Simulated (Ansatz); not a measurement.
Ansatz (a quantum-chemistry and plane-wave program) input (B3LYP/STO-3G):

Ansatz 0.2 input:
```yaml
crystal:
  periodic: [false, false, false]
  atoms:
    - {symbol: B, position_ang: [-0.00000000, -0.00000000, -0.81316200]}
    - {symbol: F, position_ang: [0.00000000, 0.00000000, 0.45175700]}
basis:
  gaussian:
    orbitals: STO-3G
hamiltonian:
  xc: {name: B3LYP}
output: {forces: true}
```

Output:

```
Functional definition: B3LYP
integrals: 0.00 GiB planned
134 factors; integrals over basis functions are off by at most 3.8e-5 eV
mean field: 0.04 GiB planned
mean field evaluation 1: about -3343.1894 eV, gradient 8.2e0 eV
mean field evaluation 2: about -3343.1219 eV, gradient 9.1e0 eV
mean field evaluation 4: about -3343.3778 eV, gradient 8.8e-2 eV
mean field evaluation 8: about -3343.3685 eV, gradient 1.9e-4 eV
mean field -3343.36853506 eV, -122.8665274468 hartree, gradient 2.9e-6 eV, S^2 0.000000; 0 other end points of the search recorded, 0 dependent functions left out
the calculation of the forces begins
reference -3343.36862769 eV, -122.8665308510 hartree; 7, 7 occupied and 3, 3 virtual orbitals, 134 factors
Total energy: -3343.36862769 eV, -122.8665308510 hartree
Atom 0 at    -0.000000    -0.000000    -0.813162 Å, force    -0.000000     0.000000    -0.333921 eV/Å
Atom 1 at     0.000000     0.000000     0.451757 Å, force     0.000000    -0.000000     0.333921 eV/Å
Dipole moment:    -0.000000    -0.000000     0.320004 e Å
```

The geometry given is a B3LYP-D3(BJ)/def2-TZVP minimum.
